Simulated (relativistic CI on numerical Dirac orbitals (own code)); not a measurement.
# Excitation temperature from two lines of Br I

Problem. In an optically thin plasma whose excited levels follow a Boltzmann distribution, the energy emitted in Br I 7348.51 Å and 7938.68 Å has the ratio 2.33 (an assumed reading, corrected for the detector). Tabulated data (NIST Handbook of Basic Atomic Spectroscopic Data): upper levels 78511.6 and 88483.4 cm⁻¹, g = 6 and 6, A = 1.20 × 10^7 and 1.90 × 10^7 s⁻¹. Calculate the temperature, its uncertainty for 15 % in the ratio of intensities and A values together, and the strength of these other lines with tabulated A (λ in Å, g, A, upper level): 7512.96, 4, 1.20 × 10^7, 76743.1; 8446.55, 4, 1.20 × 10^7, 76743.1; 8343.70, 2, 2.20 × 10^7, 78865.7; 7803.02, 4, 5.30 × 10^6, 79695.9.

Working.
1. The emitted power of a line is proportional to (gA/λ) exp(−E/kT), so I₁/I₂ = (g₁A₁λ₂/g₂A₂λ₁) exp[(E₂ − E₁)/kT].
2. The prefactor is 0.6823 and E₂ − E₁ = 9971.8 cm⁻¹ = 1.236 eV.
3. kT = (E₂ − E₁)/ln(2.33/0.6823) = 9971.8/1.2282 = 8119 cm⁻¹ = 1.007 eV, or T = 11680 K.
4. δT/T = (kT/ΔE) × 15 % = 12.2 %; lines whose upper levels lie far apart give the better thermometer.
5. Other lines relative to the first: 7512.96 Å: 0.81, 8446.55 Å: 0.72, 8343.70 Å: 0.52, 7803.02 Å: 0.24.

Remark. Dense plasmas such as arcs and laser-ablation plumes come near a Boltzmann distribution among excited levels, though their strong lines may be self-absorbed. Low-pressure etch and deposition plasmas, at 10¹⁰ to 10¹³ electrons per cm³, do not: there the number found is an excitation temperature of these levels and not the electron temperature.
